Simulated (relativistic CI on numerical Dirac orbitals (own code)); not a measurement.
# Co2+: L-alpha,beta X-ray emission

Computed with this model: Dirac-Coulomb-Breit CI, separate exchange-only KLI orbitals for each configuration, QED by a radiative potential, multiplet model of X-ray emission after core ionisation, unscaled Slater integrals; configurations [Ar] 3d7 → [He] 2s2 2p5 3s2 3p6 3d7 → [Ar] 3d6; 300 K; Lorentzian 0.6 eV and Gaussian 0.5 eV FWHM. Energies are those of the free ion, without screening or charge transfer. S is read from ⟨S²⟩ = S(S + 1).

Field parameters in Wybourne normalisation: Td as Oh with Dq negative (B⁴₀ = 21Dq, B⁴₄ = √(5/14) B⁴₀). The field is a parameter set, without covalency.

Computed curve for Td, 10Dq = -6550 cm⁻¹, scaled to 100 at the maximum (points under 2 are left out and the grid is thinned):

| Energy (eV) | Intensity |
| --- | --- |
| 774.3 | 2.1 |
| 775.0 | 2.9 |
| 775.7 | 4.1 |
| 776.4 | 6.9 |
| 777.1 | 13.9 |
| 777.9 | 31.3 |
| 778.6 | 44.6 |
| 779.3 | 47.5 |
| 780.0 | 41.6 |
| 780.7 | 37.6 |
| 781.4 | 58.4 |
| 782.1 | 83.3 |
| 782.8 | 86.9 |
| 783.5 | 62.7 |
| 784.2 | 41.8 |
| 785.0 | 24.6 |
| 785.7 | 17.6 |
| 786.4 | 18.3 |
| 787.1 | 16.1 |
| 787.8 | 10.8 |
| 788.5 | 11.6 |
| 789.2 | 10.2 |
| 789.9 | 8.9 |
| 790.6 | 10.1 |
| 791.3 | 14.6 |
| 792.1 | 29.9 |
| 792.8 | 45.5 |
| 793.5 | 87.2 |
| 794.2 | 92.5 |
| 794.9 | 89.2 |
| 795.6 | 56.4 |
| 796.3 | 50.4 |
| 797.0 | 54.0 |
| 797.7 | 42.8 |
| 798.4 | 30.4 |
| 799.2 | 14.3 |
| 799.9 | 8.2 |
| 800.6 | 4.3 |
| 801.3 | 2.7 |
| 802.0 | 2.0 |

The ground state has S = 1.50, and the centroid lies at 788.36 eV.
